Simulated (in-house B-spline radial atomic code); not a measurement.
Spin-orbit splittings of orbital energies (j = l + 1/2 less j = l - 1/2) and ratios of mean radii (lower j over upper j) along the 50-electron series, configuration [Kr] 4d10 5s2 5p2. Computed with an all-electron radial atomic-structure program (B-spline basis): Dirac-Hartree-Fock, average of the configuration, finite nuclei.

| ion | Z | splitting of 3p (eV) | radius ratio of 3p | splitting of 5p (eV) | radius ratio of 5p | splitting of 4d (eV) | radius ratio of 4d |
| --- | --- | --- | --- | --- | --- | --- | --- |
| Sn | 50 | 43.551 | 0.96812 | 0.44 | 0.96076 | 1.1415 | 0.98672 |
| Sb+ | 51 | 48.001 | 0.9669 | 0.72247 | 0.96695 | 1.3459 | 0.98729 |
| Te2+ | 52 | 52.8 | 0.96564 | 1.0462 | 0.96921 | 1.5752 | 0.98766 |
| I3+ | 53 | 57.97 | 0.96437 | 1.414 | 0.97025 | 1.8307 | 0.98789 |
| Xe4+ | 54 | 63.532 | 0.96306 | 1.8288 | 0.97073 | 2.1137 | 0.98801 |
| Cs5+ | 55 | 69.508 | 0.96172 | 2.2941 | 0.97088 | 2.4258 | 0.98805 |
| Ba6+ | 56 | 75.921 | 0.96036 | 2.8133 | 0.97082 | 2.7685 | 0.98803 |
| La7+ | 57 | 82.795 | 0.95897 | 3.3901 | 0.9706 | 3.1435 | 0.98796 |
| Ce8+ | 58 | 90.156 | 0.95754 | 4.0283 | 0.97027 | 3.5527 | 0.98785 |

Problem. With what power of Z does the column «splitting of 4d (eV)» change over this range?

Solution. A fit of the logarithm of its size against log Z from Z = 50 to 58 has slope 7.64. An unscreened hydrogenic electron would give 4 at low Z; screening makes the apparent power larger near the neutral end, and relativity raises it again at high Z.
